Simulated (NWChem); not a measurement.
System: YCl$_{2}$ cation; SMILES [Cl][Y+][Cl]

NWChem input:

```
start job
memory heap 200 mb stack 700 mb global 900 mb
charge 1
geometry units angstroms noautosym nocenter noautoz
  Y      0.000000     0.000000     0.552844
  Cl     1.926635     0.000000    -0.797856
  Cl    -1.926635     0.000000    -0.797856
end
basis spherical
  Y library def2-svpd
  Cl library def2-svpd
end
ecp
  Y library def2-ecp
end
dft
  xc hfexch
  iterations 150
end
property
  response 1 0.0
end
task dft property
```

Output (shortened):

```
             Northwest Computational Chemistry Package (NWChem) 7.3.0
             --------------------------------------------------------

                             Geometry "geometry" -> ""
                             -------------------------

 Output coordinates in angstroms (scale by  1.889725989 to convert to a.u.)

  No.       Tag          Charge          X              Y              Z
 ---- ---------------- ---------- -------------- -------------- --------------
    1 Y                   39.0000     0.00000000     0.00000000     0.55284400
    2 Cl                  17.0000     1.92663500     0.00000000    -0.79785600
    3 Cl                  17.0000    -1.92663500     0.00000000    -0.79785600

 Effective nuclear repulsion energy (a.u.)     337.9073035834

                                 NWChem DFT Module
                                 -----------------

 Summary of "ao basis" -> "ao basis" (spherical)
 ------------------------------------------------------------------------------
       Tag                 Description            Shells   Functions and Types
 ---------------- ------------------------------  ------  ---------------------
 Y                         def2-svpd                12       34   5s4p2d1f
 Cl                        def2-svpd                11       27   5s4p2d

            General Information
            -------------------
          SCF calculation type: DFT
          Wavefunction type:  closed shell.
          No. of atoms     :     3
          No. of electrons :    44
           Alpha electrons :    22
            Beta electrons :    22
          Charge           :     1
          Spin multiplicity:     1
          Use of symmetry is: off; symmetry adaption is: off
          Maximum number of iterations: 150
          AO basis - number of functions:    88
                     number of shells:    34
          Convergence on energy requested:  1.00D-06
          Convergence on density requested:  1.00D-05
          Convergence on gradient requested:  5.00D-04

              XC Information
              --------------
                     Hartree-Fock (Exact) Exchange  1.000

      Superposition of Atomic Density Guess
      -------------------------------------

 Sum of atomic energies:        -962.31608643

 Renormalizing density from      45.00 to     44

      Non-variational initial energy
      ------------------------------

 Total energy =    -943.475658
 1-e energy   =   -1542.872611
 2-e energy   =     475.595138
 HOMO         =      -0.794343
 LUMO         =      -0.316913

   convergence    iter        energy       DeltaE   RMS-Dens  Diis-err
 ---------------- ----- ----------------- --------- --------- ---------
 d= 0,ls=0.0,diis     1   -956.2638575289 -1.08D+03  2.29D-02  2.07D+00
 d= 0,ls=0.0,diis     2   -956.4584467733 -1.95D-01  9.18D-03  5.80D-01
 d= 0,ls=0.0,diis     3   -956.5407741077 -8.23D-02  9.41D-04  6.08D-03
 d= 0,ls=0.0,diis     4   -956.5419529100 -1.18D-03  3.66D-04  2.98D-04
 d= 0,ls=0.0,diis     5   -956.5420436004 -9.07D-05  1.12D-04  1.87D-05
  Resetting Diis
 d= 0,ls=0.0,diis     6   -956.5420520650 -8.46D-06  4.57D-05  1.84D-06
 d= 0,ls=0.0,diis     7   -956.5420532527 -1.19D-06  6.28D-06  1.34D-07
 d= 0,ls=0.0,diis     8   -956.5420533140 -6.12D-08  3.56D-06  2.77D-08

         Total DFT energy =     -956.542053313960
      One electron energy =    -1572.363218193293
           Coulomb energy =      551.650469818283
    Exchange-Corr. energy =      -59.631121027968
 Nuclear repulsion energy =      123.801816089017

 Numeric. integr. density =        0.000000000000

                       DFT Final Molecular Orbital Analysis
                       ------------------------------------

 Vector   20  Occ=2.000000D+00  E=-6.360245D-01
              MO Center= -1.2D-12,  1.3D-15, -6.7D-01, r^2= 4.6D+00
   Bfn.  Coefficient  Atom+Function         Bfn.  Coefficient  Atom+Function
  ----- ------------  ---------------      ----- ------------  ---------------
    47      0.424111  2 Cl py                74     -0.424111  3 Cl py
    44      0.312672  2 Cl py                71     -0.312672  3 Cl py
    41      0.181372  2 Cl py                68     -0.181372  3 Cl py
    18      0.165701  1 Y  d -2              50      0.053334  2 Cl py
    77     -0.053334  3 Cl py                29     -0.029350  1 Y  f -2

 Vector   21  Occ=2.000000D+00  E=-6.328793D-01
              MO Center=  1.2D-12, -1.6D-15, -7.1D-01, r^2= 4.6D+00
   Bfn.  Coefficient  Atom+Function         Bfn.  Coefficient  Atom+Function
  ----- ------------  ---------------      ----- ------------  ---------------
    47      0.427558  2 Cl py                74      0.427558  3 Cl py
    44      0.314327  2 Cl py                71      0.314327  3 Cl py
    41      0.182315  2 Cl py                68      0.182315  3 Cl py
    19     -0.117051  1 Y  d -1               7     -0.113257  1 Y  py
    50      0.058682  2 Cl py                77      0.058682  3 Cl py

 Vector   22  Occ=2.000000D+00  E=-6.191827D-01
              MO Center= -1.5D-12,  5.4D-14, -7.1D-01, r^2= 4.8D+00
   Bfn.  Coefficient  Atom+Function         Bfn.  Coefficient  Atom+Function
  ----- ------------  ---------------      ----- ------------  ---------------
    48      0.394028  2 Cl pz                75     -0.394028  3 Cl pz
    45      0.290944  2 Cl pz                72     -0.290944  3 Cl pz
    46      0.198573  2 Cl px                73      0.198573  3 Cl px
    42      0.168083  2 Cl pz                69     -0.168083  3 Cl pz
    43      0.147592  2 Cl px                70      0.147592  3 Cl px

 Vector   23  Occ=0.000000D+00  E=-2.122603D-01
              MO Center= -2.2D-14,  2.2D-15,  1.6D+00, r^2= 4.6D+00
   Bfn.  Coefficient  Atom+Function         Bfn.  Coefficient  Atom+Function
  ----- ------------  ---------------      ----- ------------  ---------------
     4      0.585348  1 Y  s                  5      0.397358  1 Y  s
    17      0.332701  1 Y  pz                 3     -0.301350  1 Y  s
    22     -0.268983  1 Y  d  2               2     -0.251766  1 Y  s
    14      0.178426  1 Y  pz                 8     -0.173170  1 Y  pz
     1      0.159659  1 Y  s                 27     -0.149546  1 Y  d  2

 Vector   24  Occ=0.000000D+00  E=-1.641169D-01
              MO Center=  2.2D-14,  2.0D-14,  1.2D+00, r^2= 4.2D+00
   Bfn.  Coefficient  Atom+Function         Bfn.  Coefficient  Atom+Function
  ----- ------------  ---------------      ----- ------------  ---------------
    19      0.616008  1 Y  d -1              24      0.366692  1 Y  d -1
    16      0.305016  1 Y  py                13      0.273990  1 Y  py
     7     -0.172921  1 Y  py                47      0.051041  2 Cl py
    74      0.051041  3 Cl py                30      0.026802  1 Y  f -1

 Vector   25  Occ=0.000000D+00  E=-1.621027D-01
              MO Center=  5.6D-14, -4.0D-14,  1.0D+00, r^2= 3.9D+00
   Bfn.  Coefficient  Atom+Function         Bfn.  Coefficient  Atom+Function
  ----- ------------  ---------------      ----- ------------  ---------------
    20      0.535130  1 Y  d  0              22      0.395929  1 Y  d  2
    25      0.341863  1 Y  d  0              17      0.238098  1 Y  pz
    14      0.207086  1 Y  pz                27      0.189361  1 Y  d  2
     4     -0.168983  1 Y  s                  8     -0.143757  1 Y  pz
     2      0.059691  1 Y  s                  3      0.057143  1 Y  s

     Multipole analysis of the density
     ---------------------------------

     L   x y z        total         alpha         beta         nuclear
     -   - - -        -----         -----         ----         -------
     0   0 0 0      1.000000    -22.000000    -22.000000     45.000000

     1   1 0 0      0.000000      0.000000      0.000000      0.000000
     1   0 1 0     -0.000000     -0.000000     -0.000000      0.000000
     1   0 0 1      3.174661     21.472747     21.472747    -39.770833

     2   2 0 0    -36.571791   -243.629629   -243.629629    450.687466
     2   1 1 0      0.000000      0.000000      0.000000      0.000000
     2   1 0 1     -0.000000     -0.000000     -0.000000      0.000000
     2   0 2 0    -28.630215    -14.315108    -14.315108      0.000000
     2   0 1 1      0.000000      0.000000      0.000000      0.000000
     2   0 0 2    -25.756949    -57.526642    -57.526642     89.296335

 *** CALLING NEW AORESP DRIVER FOR CLOSED AND OPEN SHELLS ***
 Entering AOResponse driver routine

--------------------------------------------------------------------------------

          -----------------------------------------------
          Solving response equations for perturbing field
          -----------------------------------------------

 number of frequencies:     1
 frequency in a.u.:  0.0000000E+00
 Perturbing field: electric
 Using El. Dipole Length Gauge

 Setting up CPKS with frequency omega =      0.00000000 a.u.

 STATIC response

                                NWChem CPHF Module
                                ------------------

  scftype          =     RHF
  nclosed          =       22
  nopen            =        0
  variables        =     1452
  # of vectors     =        3
  tolerance        = 0.10D-03
  level shift      = 0.00D+00
  max iterations   =       50
  max subspace     =       30

 SCF residual:    1.0278631476626336E-004

Iterative solution of linear equations
  No. of variables     1452
  No. of equations        3
  Maximum subspace       30
        Iterations       50
       Convergence  1.0D-04

   iter   nsub   residual    time
   ----  ------  --------  ---------
     1      3    1.26D+00       8.6
     2      6    3.38D-01      10.3
     3      9    7.90D-02      12.0
     4     12    1.97D-02      13.7
     5     15    4.89D-03      15.4
     6     18    1.38D-03      17.1
     7     21    3.38D-04      18.8
     8     24    9.31D-05      20.9

 Electric Dipole Response Matrix (nonzero elements):

              1        2        3
    1   63.3073  -0.0000  -0.0000
    2   -0.0000  36.3593   0.0000
    3   -0.0000   0.0000  42.9820

 ------------------------------------------
 average:        47.54956 + I       0.00000

 DFT Linear Response polarizability / au
 Frequency  =       0.0000000 / au
              X              Y              Z
 -----------------------------------------------
 X      63.3073330     -0.0000000     -0.0000000
 Y      -0.0000000     36.3593236      0.0000000
 Z      -0.0000000      0.0000000     42.9820144
 -----------------------------------------------
 Eigenvalues =      63.3073330     36.3593236     42.9820144
 Isotropic   =      47.5495570
 Anisotropic =      24.3225597
 -----------------------------------------------

 Magnetic Dipole Response Matrix (nonzero elements):

 Exiting AOResponse driver routine
```

Level: Hartree-Fock/def2-SVPD with def2 effective core potentials on Y. All runs use the structure optimised with PBE-D3(BJ)/def2-SVP. The spin multiplicity was typed, not searched, and may not be the lowest. def2 effective core potentials on Y; no spin-orbit coupling.
